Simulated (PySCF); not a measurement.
[Ti(OH)4], neutral singlet in the gas phase. 

Cartesian coordinates (Å):
```xyz
9

Ti    -0.0278    -0.2292    -0.0427
O      0.4877    -1.8845    -0.5627
H      0.1471    -2.7184    -0.1908
O     -1.1772     0.4678    -1.2538
H     -1.3062     0.1319    -2.1594
O      1.4492     0.8066     0.0857
H      1.5476     1.7050    -0.2779
O     -0.8738    -0.3097     1.5545
H     -0.4840    -0.0474     2.4081
```
Charge 0, multiplicity 1.

All levels are single points at this geometry (BP86-D3(BJ)/def2-SVP); Pople sets use spherical d functions. Orbital energies aren't observables, and empty levels follow the basis.

```
level                                  HOMO (eV)  LUMO (eV)  gap (eV)  dipole (D)  vertical IE, Delta-SCF (eV)
-------------------------------------  ---------  ---------  --------  ----------  ---------------------------
PBE-D3(BJ)/def2-TZVP in PySCF              -7.30      -2.22      5.08        0.07                            –
TPSSh-D3(BJ)/def2-TZVP in PySCF            -8.06      -1.79      6.27        0.07                            –
B3LYP/3-21G in PySCF                       -7.70      -0.70      7.00        0.09                            –
SVWN5/6-31G* (LANL2DZ on Ti) in PySCF      -7.18      -2.10      5.07        0.08                            –
HF/6-31G* (LANL2DZ on Ti) in PySCF        -13.30       1.03     14.33        0.08                            –
HF/STO-3G in PySCF                         -9.36       9.75     19.11        0.06                            –
```
